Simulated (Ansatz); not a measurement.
ZrSi₆⁻. The state is a doublet with charge -1. Geometry B3LYP-D4/def2-SVPD; atoms count from 1.

```xyz
7

Zr    0.899    0.402    1.387
Si   -0.578   -0.575   -1.351
Si    1.918   -0.031   -0.946
Si    0.359    1.909   -0.852
Si    0.635   -1.993    0.446
Si   -1.502   -0.949    1.158
Si   -1.730    1.236    0.158
```

In the def2 sets Zr takes a core potential; there is no spin–orbit coupling. The structure comes from a short search, and lower isomers may exist.

(1) Estimate the Mulliken populations from the PBE0/def2-TZVPD orbitals of Ansatz.

(2) Where does the spin sit?

(3) And the Mayer bond orders between heavy atoms (over 0.3)?

Results:

(1) 
```
atom  charge (e)  spin (α − β)  d electrons
 Zr1        0.28          0.72         2.60
 Si2        0.09         -0.06            –
 Si3       -0.31          0.13            –
 Si4       -0.28          0.09            –
 Si5       -0.30          0.13            –
 Si6       -0.27          0.09            –
 Si7       -0.21         -0.11            –
```
Mulliken values depend strongly on the basis. With diffuse functions, as here, like atoms can get unlike values, and bond orders can come out too low or too high.

(2) Summed by element: Zr 0.72, Si 0.28, of 1 unpaired in all. Largest on single atoms: Zr1 0.72, Si3 0.13, Si5 0.13.

(3) Zr1–Si2 0.41 (3.26 Å); Zr1–Si3 1.07 (2.58 Å); Zr1–Si4 0.83 (2.75 Å); Zr1–Si5 1.06 (2.59 Å); Zr1–Si6 0.82 (2.76 Å); Zr1–Si7 0.54 (3.02 Å); Si2–Si3 0.51 (2.59 Å); Si2–Si4 0.42 (2.70 Å); Si2–Si5 0.50 (2.59 Å); Si2–Si6 0.42 (2.70 Å); Si2–Si7 0.50 (2.62 Å); Si3–Si4 0.63 (2.49 Å); Si3–Si5 0.41 (2.73 Å); Si4–Si7 0.75 (2.42 Å); Si5–Si6 0.64 (2.48 Å); Si6–Si7 0.75 (2.41 Å).
